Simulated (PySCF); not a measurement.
# How the method moves the HOMO and LUMO of `N#CCOB(O)C#N`

Species: C3H3BN2O2.
Atom-mapped SMILES: `[N:1]#[C:2][CH2:3][O:4][B:5]([OH:6])[C:7]#[N:8]` (hydrogens: H9, H10 on C3; H11 on O6)

Structure used (PBE0-D3(BJ)/def2-SVP), in Å, numbered top down from 1:
```xyz
11
C3H3BN2O2 angstrom
N      2.137   -0.018    2.268
C      1.748    0.024    1.180
C      1.246    0.082   -0.196
O      0.143   -0.765   -0.372
B     -1.151   -0.350   -0.336
O     -2.157   -1.229   -0.432
C     -1.483    1.168   -0.208
N     -1.661    2.309   -0.113
H      1.006    1.133   -0.435
H      2.049   -0.245   -0.875
H     -1.849   -2.141   -0.498
```

Basis pcSseg-1 throughout (PySCF), one geometry. One conformer (not necessarily the lowest) at the PBE0-D3(BJ)/def2-SVP geometry, without solvent, vibrations or thermal averaging.

**Question.** How do the orbital energies, the gap and the dipole change with the method?

**Answer.** 
```json
{"method": "BLYP", "kind": "GGA", "HOMO (eV)": "-8.34", "LUMO (eV)": "-2.38", "gap (eV)": "5.96", "μ (D)": "4.53", "SCF cycles": "17"}
{"method": "OPBE", "kind": "GGA", "HOMO (eV)": "-8.44", "LUMO (eV)": "-2.42", "gap (eV)": "6.02", "μ (D)": "4.51", "SCF cycles": "18"}
{"method": "KT3", "kind": "GGA", "HOMO (eV)": "-8.52", "LUMO (eV)": "-2.48", "gap (eV)": "6.03", "μ (D)": "4.42", "SCF cycles": "18"}
{"method": "KT2", "kind": "GGA", "HOMO (eV)": "-8.52", "LUMO (eV)": "-2.56", "gap (eV)": "5.96", "μ (D)": "4.46", "SCF cycles": "18"}
{"method": "BP86", "kind": "GGA", "HOMO (eV)": "-8.61", "LUMO (eV)": "-2.64", "gap (eV)": "5.96", "μ (D)": "4.57", "SCF cycles": "17"}
{"method": "PBE0", "kind": "global hybrid", "HOMO (eV)": "-9.94", "LUMO (eV)": "-1.60", "gap (eV)": "8.34", "μ (D)": "4.59", "SCF cycles": "15"}
{"method": "BHandHLYP", "kind": "global hybrid", "HOMO (eV)": "-11.22", "LUMO (eV)": "-0.51", "gap (eV)": "10.71", "μ (D)": "4.63", "SCF cycles": "14"}
{"method": "CAM-B3LYP", "kind": "range-separated hybrid", "HOMO (eV)": "-11.37", "LUMO (eV)": "-0.41", "gap (eV)": "10.96", "μ (D)": "4.60", "SCF cycles": "14"}
```

The HOMO spans 3.03 eV, from BLYP down to CAM-B3LYP, and the gap runs from 5.96 eV (KT2) to 10.96 eV (CAM-B3LYP). Over the methods BLYP (0 %), OPBE (0 %), KT3 (0 %), KT2 (0 %), BP86 (0 %), PBE0 (25 %), BHandHLYP (50 %), a straight line through the gap against the share of exact exchange rises by 0.94 eV for each 10 % (correlation coefficient 1.000). The dipole ranges from 4.42 D (KT3) to 4.63 D (BHandHLYP). This basis has no diffuse functions.
